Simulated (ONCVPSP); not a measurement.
**What one change does to a pseudopotential (antimony (Sb), ONCV)**

```json
{
  "Element": "antimony",
  "Generator": "ONCVPSP 4.0.1",
  "Type": "optimised norm-conserving Vanderbilt (ONCV)",
  "Functional": "PBE",
  "Relativity": "scalar-relativistic",
  "Frozen core": "[Ar] 3d10",
  "Valence charge": "23",
  "Reference configuration": "4s2 4p6 4d10 5s2 5p2 (charge +1)",
  "Partial waves": "4s+5s: rc 1.25 bohr, ncon 3, nbas 8, qcut 11.5 1/bohr, 2 projectors; 4p+5p: rc 1.45 bohr, ncon 4, nbas 8, qcut 7.6 1/bohr, 2 projectors; 4d: rc 1.10 bohr, ncon 4, nbas 7, qcut 7.9 1/bohr, 2 projectors, debl 2.6 Ha",
  "Local potential": "polynomial inside 0.75 bohr (lpopt 5, dvloc0 2 Ha)",
  "Core correction": "Teter function, fcfact 3.75, rcfact 1.7"
}
```

Change: reference 4s2 4p6 4d10 5s2; wave 4p+5p: rc 1.45 bohr, ncon 4, nbas 8, qcut 7.6 1/bohr, 2 projectors becomes 4p: rc 1.45 bohr, ncon 4, nbas 8, qcut 7.6 1/bohr, 2 projectors, debl 0.7 Ha. In the p channel the program set the typed energies aside and used -4.823, 0.050 Ha.

Cutoffs: the cutoffs (Ha) at which the residual kinetic energy of the hardest occupied pseudo-wave falls to 1 and 0.1 mHa per electron; they do not see the model core or the augmentation charge, which bear on the density cutoff. Errors are all-electron minus pseudo energies relative to the spin-unpolarised reference configuration.

Question: What does the change do?

Answer: The potential gets neither clearly harder nor softer (121 Ha and 145 Ha → 121 Ha and 145 Ha); neither file shows a bound ghost.

| quantity | base | changed |
| --- | --- | --- |
| cutoff, loose | 121 Ha | 121 Ha |
| cutoff, tight | 145 Ha | 145 Ha |
| loose cutoff by channel | s 44 Ha, p 25 Ha, d 121 Ha | s 44 Ha, p 25 Ha, d 121 Ha |
| bound ghosts | none | none |
| GHOST(+) flags under 300 eV | s at 116.8 eV | s at 96.7 eV |
| largest error over its own tests, meV | -24 | +13 |
| s: phases at 1.27 bohr within 0.05 rad from the reference energy up to (Ha; the scan ends near 5) | 3.8 | 3.1 |
| p: phases at 1.47 bohr within 0.05 rad from the reference energy up to (Ha; the scan ends near 5) | to the end of the scan | to the end of the scan |
| d: phases at 1.11 bohr within 0.05 rad from the reference energy up to (Ha; the scan ends near 5) | to the end of the scan | to the end of the scan |
| rms error of d²Exc/dni dnj with the model core, mHa | 2.62 | 3.30 |
